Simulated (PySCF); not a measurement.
## Iron: a sound run and one with changed settings

Sound run: Fe [Ar] 3d6 4s2, Fe⁺ [Ar] 3d6 4s1. Computed with PySCF 2.14 in aug-cc-pVDZ (7s6p4d2f, 59 functions), with no relativity, point nucleus. In the sound run the correlated levels freeze [Ar]. The sound run starts from symmetry-adapted Hartree-Fock orbitals and uses a fine grid where one is needed.

A second run was set up differently.

```csv
species,method,sound run (hartree),changed run (hartree),converged
Fe,UHF,-1262.45147,-1248.75843,yes
Fe,B3LYP,n/a,-1249.72793,yes
Fe,TPSS,-1263.70273,-1249.73677,yes
Fe,MP2,-1262.60823,-1248.77859,yes
Fe⁺,UHF,-1262.21741,-1248.57315,yes
Fe⁺,B3LYP,-1263.42739,-1249.48693,yes
Fe⁺,TPSS,-1263.42592,-1249.50924,yes
Fe⁺,MP2,-1262.33652,-1248.57347,yes
```

Ionisation energy of Fe:

```json
{"method": "UHF", "sound run (eV)": "6.369", "changed run (eV)": "5.042"}
{"method": "B3LYP", "sound run (eV)": "n/a", "changed run (eV)": "6.558"}
{"method": "TPSS", "sound run (eV)": "7.533", "changed run (eV)": "6.191"}
{"method": "MP2", "sound run (eV)": "7.394", "changed run (eV)": "5.582"}
{"method": "SCS-MP2", "sound run (eV)": "7.566", "changed run (eV)": "5.689"}
```

What was changed?
A. a valence shell is frozen
B. level shift left on
C. radial grid too coarse
D. minimal basis

D. It used basis STO-3G. A minimal basis cannot let orbitals breathe on ionisation and holds almost no correlation.
